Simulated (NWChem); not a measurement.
Everything below was run with NWChem. System: BO, charge 0, spin multiplicity 2, at a geometry optimised with UB3LYP/def2-SVP. The structure started from a generated list of species. Its SCF solution wasn't tested for a lower state. Level: UHF/3-21G.

Job file:

```
start mol
memory heap 200 mb stack 900 mb global 1100 mb
geometry units angstroms nocenter noautoz
  B      0.000000     0.000000     0.740548
  O      0.000000     0.000000    -0.462842
  symmetry group C2v
end
basis spherical
  * library 3-21g
end
scf
  uhf
  nopen 1
  maxiter 100
  thresh 1e-7
  semidirect memsize 60000000 filesize 0
  # guess.movecs holds the orbitals of an unrestricted PBE0 run
  vectors input guess.movecs output mol.movecs
end
task scf energy
```

Part of the output:

```
             Northwest Computational Chemistry Package (NWChem) 7.3.0
             --------------------------------------------------------

                                NWChem Input Module
                                -------------------

 Scaling coordinates for geometry "geometry" by  1.889725989
 (inverse scale =  0.529177249)

 Turning off AUTOSYM since
 SYMMETRY directive was detected!

                             Geometry "geometry" -> ""
                             -------------------------

 Output coordinates in angstroms (scale by  1.889725989 to convert to a.u.)

  No.       Tag          Charge          X              Y              Z
 ---- ---------------- ---------- -------------- -------------- --------------
    1 B                    5.0000     0.00000000     0.00000000     0.74054800
    2 O                    8.0000     0.00000000     0.00000000    -0.46284200

 Effective nuclear repulsion energy (a.u.)      17.5895511513

            Nuclear Dipole moment (a.u.)
            ----------------------------
        X                 Y               Z
 ---------------- ---------------- ----------------
     0.0000000000     0.0000000000     0.0000075589

      Symmetry information
      --------------------

 Group name             C2v
 Group number             16
 Group order               4
 No. of unique centers     2

      Symmetry unique atoms

     1    2


 Summary of "ao basis" -> "" (spherical)
 ------------------------------------------------------------------------------
       Tag                 Description            Shells   Functions and Types
 ---------------- ------------------------------  ------  ---------------------
 *                           3-21g                    on all atoms

 Summary of "ao basis" -> "ao basis" (spherical)
 ------------------------------------------------------------------------------
       Tag                 Description            Shells   Functions and Types
 ---------------- ------------------------------  ------  ---------------------
 B                           3-21g                   5        9   3s2p
[...]
              MO Center= -3.1D-16, -1.1D-16,  1.3D+00, r^2= 1.5D+00
   Bfn.  Coefficient  Atom+Function         Bfn.  Coefficient  Atom+Function
  ----- ------------  ---------------      ----- ------------  ---------------
     6      0.917358  1 B  s                  9      0.264962  1 B  pz
     5      0.220700  1 B  pz                18     -0.165876  2 O  pz
    15     -0.163368  2 O  s                  1     -0.154466  1 B  s

 Vector    8  Occ=0.000000D+00  E= 1.976428D-01  Symmetry=b2
              MO Center=  6.2D-48,  1.2D-16,  7.1D-01, r^2= 2.3D+00
   Bfn.  Coefficient  Atom+Function         Bfn.  Coefficient  Atom+Function
  ----- ------------  ---------------      ----- ------------  ---------------
     8      0.863411  1 B  py                17     -0.433449  2 O  py
     4      0.289509  1 B  py                13     -0.235284  2 O  py

 Vector    9  Occ=0.000000D+00  E= 1.976428D-01  Symmetry=b1
              MO Center=  2.9D-16, -3.7D-48,  7.1D-01, r^2= 2.3D+00
   Bfn.  Coefficient  Atom+Function         Bfn.  Coefficient  Atom+Function
  ----- ------------  ---------------      ----- ------------  ---------------
     7      0.863411  1 B  px                16     -0.433449  2 O  px
     3      0.289509  1 B  px                12     -0.235284  2 O  px

 center of mass
 --------------
 x =   0.00000000 y =   0.00000000 z =   0.05247064

 moments of inertia (a.u.)
 ------------------
          33.722575220064           0.000000000000           0.000000000000
           0.000000000000          33.722575220064           0.000000000000
           0.000000000000           0.000000000000           0.000000000000

  Mulliken analysis of the total density
  --------------------------------------

    Atom       Charge   Shell Charges
 -----------   ------   -------------------------------------------------------
    1 B    5     4.55   1.99  0.40  1.07  0.54  0.55
    2 O    8     8.45   1.99  0.44  2.06  1.46  2.50

  Mulliken analysis of the alpha density
  --------------------------------------

    Atom       Charge   Shell Charges
 -----------   ------   -------------------------------------------------------
    1 B    5     2.98   1.00  0.27  0.77  0.51  0.43
    2 O    8     4.02   0.99  0.22  0.93  0.72  1.16

   Mulliken analysis of the beta density
   -------------------------------------

    Atom       Charge   Shell Charges
 -----------   ------   -------------------------------------------------------
    1 B    5     1.57   0.99  0.13  0.30  0.03  0.12
    2 O    8     4.43   0.99  0.22  1.13  0.74  1.34

   Mulliken analysis of the spin density
   -------------------------------------

    Atom       Charge   Shell Charges
 -----------   ------   -------------------------------------------------------
    1 B    5     1.40   0.01  0.14  0.46  0.49  0.31
    2 O    8    -0.40  -0.00 -0.01 -0.20 -0.02 -0.18

       Multipole analysis of the density wrt the origin
       ------------------------------------------------

     L   x y z        total         alpha         beta         nuclear
     -   - - -        -----         -----         ----         -------
     0   0 0 0     -0.000000     -7.000000     -6.000000     13.000000

     1   1 0 0     -0.000000     -0.000000      0.000000      0.000000
     1   0 1 0     -0.000000     -0.000000      0.000000      0.000000
     1   0 0 1      0.976078     -1.113791      2.089861      0.000008

     2   2 0 0     -7.576659     -4.720462     -2.856197      0.000000
     2   1 1 0     -0.000000     -0.000000      0.000000      0.000000
     2   1 0 1     -0.000000     -0.000000     -0.000000      0.000000
     2   0 2 0     -7.576659     -4.720462     -2.856197      0.000000
     2   0 1 1     -0.000000     -0.000000      0.000000      0.000000
     2   0 0 2     -8.017098    -15.606158     -8.323026     15.912086

 Task  times  cpu:        0.1s     wall:        0.1s

 Total times  cpu:        0.1s     wall:        0.1s
```
